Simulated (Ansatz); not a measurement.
A nudged elastic band was laid between two geometries of CH4OSi2 (8 atoms, charge 0, multiplicity 1).

The calculation used RKS PBE/def2-SVP (Ansatz).

| Quantity | Value |
| --- | --- |
| movable images | 5 |
| climbing image | yes |
| spring | 5.0 eV/Å² |
| optimiser | quadratic models (default) |
| start path | IDPP |
| force threshold | 0.05 eV/Å |
| iteration limit | 60 |
| end points | relaxed |

Image 0:

```xyz
8
Properties=species:S:1:pos:R:3
C -0.242 1.146 -0.634
Si -0.509 1.760 1.018
Si 0.478 -0.359 0.005
O -0.268 -1.860 -0.060
H -0.481 1.555 -1.625
H 0.312 0.272 1.529
H 1.933 -0.697 0.008
H -1.225 -1.817 -0.242
```

Image 6:

```xyz
8
Properties=species:S:1:pos:R:3
C -0.059 1.069 -0.864
Si -1.674 0.340 -0.977
Si 0.687 -0.104 0.288
O -0.799 -1.103 0.226
H 0.359 1.946 -1.379
H 0.874 0.225 1.752
H 1.845 -0.990 -0.099
H -1.234 -1.383 1.053
```

(1) Which bonds break or form, and what moves?

(2) Give the energies along the band, and the barrier.

(3) What is the geometry of the highest image?

(4) What are the harmonic wavenumbers there?

## Answers

(1) No bond is made or broken. The dihedral Si2–Si3–O4–H8 goes from 38 to -125°.

(2) The forces met the threshold. The highest image is number 3 of 0 to 6, 10.6 kcal/mol above the first end and 10.8 kcal/mol above the last; the last end lies 0.2 kcal/mol below the first. A vibrational analysis at the climbing image gives one clearly imaginary mode, 114i cm⁻¹: a first-order saddle point.

```json
{"image": "0", "path coordinate (Å)": "0.00", "energy (kcal/mol)": "0.0", "dihedral Si2–Si3–O4–H8 (°)": "38"}
{"image": "1", "path coordinate (Å)": "0.91", "energy (kcal/mol)": "5.4", "dihedral Si2–Si3–O4–H8 (°)": "-45"}
{"image": "2", "path coordinate (Å)": "1.83", "energy (kcal/mol)": "9.1", "dihedral Si2–Si3–O4–H8 (°)": "-115"}
{"image": "3", "path coordinate (Å)": "2.75", "energy (kcal/mol)": "10.6", "dihedral Si2–Si3–O4–H8 (°)": "-153"}
{"image": "4", "path coordinate (Å)": "3.54", "energy (kcal/mol)": "9.3", "dihedral Si2–Si3–O4–H8 (°)": "-155"}
{"image": "5", "path coordinate (Å)": "4.33", "energy (kcal/mol)": "5.5", "dihedral Si2–Si3–O4–H8 (°)": "-145"}
{"image": "6", "path coordinate (Å)": "5.13", "energy (kcal/mol)": "-0.2", "dihedral Si2–Si3–O4–H8 (°)": "-125"}
```

(3) 
```xyz
8
Properties=species:S:1:pos:R:3
C -0.101 1.257 -0.609
Si -1.494 2.191 -0.216
Si 0.375 -0.319 0.268
O -0.872 -1.439 0.042
H 0.572 1.506 -1.455
H 0.573 -0.106 1.751
H 1.687 -0.811 -0.297
H -0.741 -2.279 0.516
```

(4) 114i, 81, 211, 284, 451, 550, 622, 710, 778, 792, 821, 925, 955, 1075, 2117, 2129, 3067, 3744 cm⁻¹.

Run time: 2 min on 1 thread of Intel(R) Xeon(R) 6975P-C (Granite Rapids), on a shared host, peak memory 0.16 GiB.
